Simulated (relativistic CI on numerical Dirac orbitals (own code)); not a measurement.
**I34+: sensitivity of the levels to the model**

Base calculation: Dirac-Coulomb-Breit CI, separate exchange-only KLI orbitals for each configuration, a model potential for QED, unscaled Slater integrals.

CI space (outside the closed core [Ne]): 3s²3p⁶3d, 3s²3p⁵3d², 3s3p⁶3d², 3s²3p⁶4s, 3s²3p⁶4p, 3s²3p⁶4d, 3s²3p⁵3d4s, 3s²3p⁶4f, 3s²3p⁵3d4p, 3s²3p⁵3d4d, 3s3p⁶3d4s, 3p⁶3d²4p, 3s²3p⁵3d4f, 3s3p⁶3d4p, 3s²3p⁶5s, 3s3p⁶3d4d, 3s²3p⁶5p, 3s3p⁶3d4f, 3s²3p⁶5d, 3s²3p⁶5f, 3s²3p⁶5g, 3p⁶3d³, 3p⁵3d⁴, 3p⁵3d³4s, 3p⁶3d²4s, 3p⁵3d²4s², 3p⁶3d²4d, 3p⁵3d³4d, 3p⁵3d²4s4d. Double excitations out of closed p, d and f shells are left out; levels of such configurations are missing from the list, as are those of other unlisted configurations, and high levels can miss mixing partners. These lack a partner that the ground configuration has and come out too high: 3s²3p⁵3d4p, 3s²3p⁵3d4f.

Variants: (1) Breit term removed; (2) only the first 3 configurations. Shifts of the energy above 3s²3p⁶3d ²D3/2, in eV, for the lowest level and the first level of each name with at least 55 % of one term (blank where a level changes its place among those of its configuration and J or its character, or is not in the variant):

```tsv
Level	Base	Δ(1)	Δ(2)
3s²3p⁶3d ²D3/2	0.000	0.000	0.000
3s²3p⁶3d ²D5/2	15.344	+0.556	+0.012
3s²3p⁵3d² ⁴D°1/2	159.529	+0.607	-0.646
3s²3p⁵3d² ⁴D°3/2	160.764	+0.527	-0.619
3s²3p⁵3d² ⁴G°9/2	177.252	+1.360	-0.506
3s²3p⁵3d² ⁴G°11/2	182.436	+1.781	-0.472
3s²3p⁵3d² ²H°11/2	196.104	+1.890	-0.473
3s²3p⁵3d² ²G°9/2	204.142	+1.653	-0.576
3s²3p⁵3d² ²P°1/2	205.202	+1.462	-0.635
3s²3p⁵3d² ²F°5/2	209.000	+1.342	-0.371
3s3p⁶3d² ⁴F3/2	367.306	+0.479	-0.317
3s3p⁶3d² ⁴F5/2	371.702	+0.671	-0.331
3s3p⁶3d² ⁴F7/2	381.258	+1.165	-0.333
3s3p⁶3d² ⁴P1/2	383.158	+0.445	-0.313
3s3p⁶3d² ⁴F9/2	388.678	+1.559	-0.327
3s3p⁶3d² ⁴P3/2	389.681	+0.811	-0.317
3s3p⁶3d² ²F5/2	396.221	+1.027	-0.433
3s3p⁶3d² ²D3/2	398.312	+0.999	-0.151
3s3p⁶3d² ²G7/2	399.650	+1.225	-0.354
3s3p⁶3d² ²G9/2	405.103	+1.579	-0.324
3s3p⁶3d² ²P1/2	406.734	+0.662	+0.118
3s3p⁶3d² ²D5/2	408.534	+1.461	-0.287
```

At this charge energies of transitions that change n are usually good to better than 1 %, and those within a shell (Δn = 0) to a few per cent.

Ionisation energy from the two ground configurations alone: base 2181.12 eV; Breit term removed 2182.18 eV. The NIST ASD value (theoretical) is 2181 eV.

LS names give the leading component of a level, which can be under half, so a name can repeat, a term be missing and a line seem to break the LS rules.
